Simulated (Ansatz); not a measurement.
Ansatz (a quantum-chemistry and plane-wave program) input for CI₃, SMILES I[C+](I)I, charge +1, PBE0-D3(BJ)/def2-SVP. 

Ansatz 0.2 input:
```yaml
crystal:
  periodic: [false, false, false]
  atoms:
    - {symbol: C, position_ang: [0.00000000, -0.00000000, -0.05577424]}
    - {symbol: I, position_ang: [1.77322579, -1.02377239, 0.00210469]}
    - {symbol: I, position_ang: [-0.00000000, 2.04754477, 0.00210469]}
    - {symbol: I, position_ang: [-1.77322579, -1.02377238, 0.00210469]}
basis:
  gaussian:
    orbitals: def2-SVP
hamiltonian:
  xc: pbe0
  dispersion: d3bj
total_charge: 1
relax: {f_tol: 0.002, max_steps: 200}
```

Output:

```
WARN ansatz: RAYON_NUM_THREADS=2 ignored (pool sized by the plan → 2); use --threads N
Functional definition: PBE0
integrals: 0.05 GiB planned
1286 factors; integrals over basis functions are off by at most 4.2e-4 eV
mean field: 0.55 GiB planned
mean field evaluation 1: about -25324.9876 eV, gradient 3.9e1 eV
mean field evaluation 2: about -25308.4551 eV, gradient 8.0e1 eV
mean field evaluation 4: about -25328.8077 eV, gradient 1.4e0 eV
mean field evaluation 8: about -25328.8698 eV, gradient 3.4e-2 eV
mean field evaluation 16: about -25328.8698 eV, gradient 8.6e-6 eV
mean field -25328.86977941 eV, -930.8187958689 hartree, gradient 8.6e-6 eV, S^2 0.000000; 0 other end points of the search recorded, 0 dependent functions left out
the calculation of the forces begins
reference -25328.86980063 eV, -930.8187966487 hartree; 40, 40 occupied and 52, 52 virtual orbitals, 1286 factors
relax step   1: F+E_penalty+E_count = -25329.06887578 eV  Δ(F+E_penalty+E_count) = +0.000e0 eV  max|allowed force component| = 3.922e-1 eV/Å  Δτ_max = 0.0000 Å  (30 SCF iters, accepted)
these checks for a lower state are left out or cut short: starts, cluster_reference, orbital_swaps, neighbouring_geometries, increment
integrals: 0.05 GiB planned
1286 factors; integrals over basis functions are off by at most 4.1e-4 eV
mean field: 0.55 GiB planned
mean field -25328.88300193 eV, -930.8192817873 hartree, gradient 1.8e-5 eV, S^2 0.000000; 0 other end points of the search recorded, 0 dependent functions left out
the calculation of the forces begins
reference -25328.88302306 eV, -930.8192825639 hartree; 40, 40 occupied and 52, 52 virtual orbitals, 1286 factors
relax step   2: F+E_penalty+E_count = -25329.08324487 eV  Δ(F+E_penalty+E_count) = -1.437e-2 eV  max|allowed force component| = 2.409e-1 eV/Å  Δτ_max = 0.0749 Å  (33 SCF iters, accepted)
these checks for a lower state are left out or cut short: starts, cluster_reference, orbital_swaps, neighbouring_geometries, increment
integrals: 0.05 GiB planned
1286 factors; integrals over basis functions are off by at most 4.1e-4 eV
mean field: 0.55 GiB planned
mean field evaluation 32: about -25328.8888 eV, gradient 9.8e-6 eV
mean field -25328.88880638 eV, -930.8194950969 hartree, gradient 9.8e-6 eV, S^2 0.000000; 0 other end points of the search recorded, 0 dependent functions left out
the calculation of the forces begins
reference -25328.88882753 eV, -930.8194958742 hartree; 40, 40 occupied and 52, 52 virtual orbitals, 1286 factors
relax step   3: F+E_penalty+E_count = -25329.08880697 eV  Δ(F+E_penalty+E_count) = -5.562e-3 eV  max|allowed force component| = 1.517e-2 eV/Å  Δτ_max = 0.0311 Å  (34 SCF iters, accepted)
these checks for a lower state are left out or cut short: starts, cluster_reference, orbital_swaps, neighbouring_geometries, increment
integrals: 0.05 GiB planned
1286 factors; integrals over basis functions are off by at most 4.1e-4 eV
mean field: 0.55 GiB planned
mean field -25328.88878063 eV, -930.8194941508 hartree, gradient 6.0e-5 eV, S^2 0.000000; 0 other end points of the search recorded, 0 dependent functions left out
the calculation of the forces begins
reference -25328.88880178 eV, -930.8194949280 hartree; 40, 40 occupied and 52, 52 virtual orbitals, 1286 factors
relax step   4: F+E_penalty+E_count = -25329.08882176 eV  Δ(F+E_penalty+E_count) = -1.479e-5 eV  max|allowed force component| = 2.401e-3 eV/Å  Δτ_max = 0.0008 Å  (24 SCF iters, accepted)
these checks for a lower state are left out or cut short: starts, cluster_reference, orbital_swaps, neighbouring_geometries, increment
integrals: 0.05 GiB planned
1286 factors; integrals over basis functions are off by at most 4.1e-4 eV
mean field: 0.55 GiB planned
mean field -25328.88878702 eV, -930.8194943857 hartree, gradient 1.6e-5 eV, S^2 0.000000; 0 other end points of the search recorded, 0 dependent functions left out
the calculation of the forces begins
reference -25328.88880817 eV, -930.8194951629 hartree; 40, 40 occupied and 52, 52 virtual orbitals, 1286 factors
relax step   5: F+E_penalty+E_count = -25329.08882214 eV  Δ(F+E_penalty+E_count) = -3.779e-7 eV  max|allowed force component| = 1.679e-4 eV/Å  Δτ_max = 0.0001 Å  (22 SCF iters, accepted)
integrals: 0.05 GiB planned
1286 factors; integrals over basis functions are off by at most 4.1e-4 eV
mean field: 0.55 GiB planned
mean field -25328.88878702 eV, -930.8194943857 hartree, gradient 1.6e-5 eV, S^2 0.000000; 1 other end points of the search recorded, 0 dependent functions left out
the calculation of the forces begins
reference -25328.88880817 eV, -930.8194951629 hartree; 40, 40 occupied and 52, 52 virtual orbitals, 1286 factors
Total energy: -25329.08884328 eV, -930.8268463176 hartree
Atom 0 at     0.000032    -0.000018    -0.012364 Å, force     0.000028    -0.000016    -0.000008 eV/Å
Atom 1 at     1.758680    -1.015374    -0.012366 Å, force    -0.000146     0.000084     0.000003 eV/Å
Atom 2 at    -0.000043     2.030712    -0.012365 Å, force    -0.000019    -0.000168     0.000003 eV/Å
Atom 3 at    -1.758669    -1.015319    -0.012365 Å, force     0.000136     0.000100     0.000003 eV/Å
Dipole moment:     0.000023    -0.000013    -0.000001 e Å
```

The calculation finished and met its thresholds.
